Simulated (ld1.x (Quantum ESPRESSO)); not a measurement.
**Reading a pseudo-wave (Mg)**

Columns: radius, all-electron u(r) and pseudo u(r) of the 3s shell (level -6.28 eV) of magnesium in the configuration [He] 2s2 2p6 3s1.75 3p0; PBE, scalar-relativistic, PAW scheme, ld1.x (Quantum ESPRESSO) 7.5.

```csv
r (bohr),all-electron,pseudo
0.146,0.0482,0.0631
0.292,-0.1641,0.1254
0.438,-0.2499,0.1862
0.584,-0.2221,0.2447
0.730,-0.1329,0.3002
0.876,-0.0193,0.3522
1.022,0.0974,0.4001
1.168,0.2062,0.4436
1.314,0.3022,0.4824
1.460,0.3835,0.5162
1.606,0.4500,0.5450
1.752,0.5029,0.5687
1.898,0.5437,0.5874
2.044,0.5740,0.6011
2.190,0.5947,0.6101
2.336,0.6068,0.6145
2.482,0.6113,0.6144
2.628,0.6093,0.6101
2.774,0.6017,0.6018
2.920,0.5894,0.5894
3.066,0.5734,0.5734
3.212,0.5545,0.5545
3.358,0.5332,0.5332
3.504,0.5104,0.5104
3.650,0.4865,0.4865
3.796,0.4620,0.4620
```

Question: How many radial nodes do the two functions have?

Answer: The all-electron 3s function has n − l − 1 = 2; the pseudo-wave has 0, since the states of the same l below it are removed with the core.

Question: At about which radius was the pseudo-wave matched?

Answer: 2.92 bohr, where the columns begin to agree (steps of 0.15 bohr).

Question: Where does each function peak?

Answer: Outermost all-electron maximum near 2.48 bohr, pseudo maximum near 2.34 bohr (to the table’s step).

Question: Is the pseudo-wave norm-conserving?

Answer: No, it belongs to a PAW set: the norm inside the radius is not constrained, and the difference is carried by the augmentation charge.
